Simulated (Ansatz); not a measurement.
C₂H₈GaNO₂ (`C[O][Ga]([NH2])[O]C`), relaxed with RKS PBE0-D4/def2-TZVP in Ansatz from a GFN2-xTB geometry. The force threshold is 0.005 eV/Å; the program also tests the step.

The species carries charge 0 and has multiplicity 1.

Start:

```xyz
14

C     2.284   -0.349   -1.086
O     1.119   -0.392   -0.288
Ga   -0.446    0.421   -0.284
N    -1.049    1.735   -1.440
O    -1.514    0.018    1.050
C    -1.342   -0.809    2.188
H     2.523   -1.368   -1.405
H     3.111    0.045   -0.489
H     2.164    0.279   -1.973
H    -0.878    1.564   -2.426
H    -2.039    1.924   -1.317
H    -2.174   -1.517    2.227
H    -0.403   -1.366    2.158
H    -1.355   -0.185    3.086
```

Task: How much energy does the relaxation release, and in how many steps? (An estimate is asked.)

Result: Ansatz gave: 12.17 kJ/mol, in 42 steps, 10 of them rejected.

Task: Which bonds change most? (Estimate.)

Result: Ansatz gave: Ga3–N4 from 1.852 to 1.808 Å; O2–Ga3 from 1.763 to 1.782 Å; Ga3–O5 from 1.756 to 1.770 Å; N4–H10 from 1.015 to 1.006 Å.

Task: Give the relaxed structure. (An estimate is asked.)

Result: The calculation gave: 
```xyz
14

C     2.107   -0.234   -1.030
O     1.100   -0.412   -0.068
Ga   -0.511    0.333   -0.224
N    -0.966    1.447   -1.573
O    -1.642    0.014    1.100
C    -1.288   -0.766    2.218
H     1.911   -0.811   -1.943
H     3.055   -0.586   -0.613
H     2.242    0.818   -1.316
H    -0.462    1.435   -2.444
H    -1.930    1.703   -1.709
H    -1.981   -1.610    2.313
H    -0.270   -1.167    2.160
H    -1.364   -0.163    3.129
```
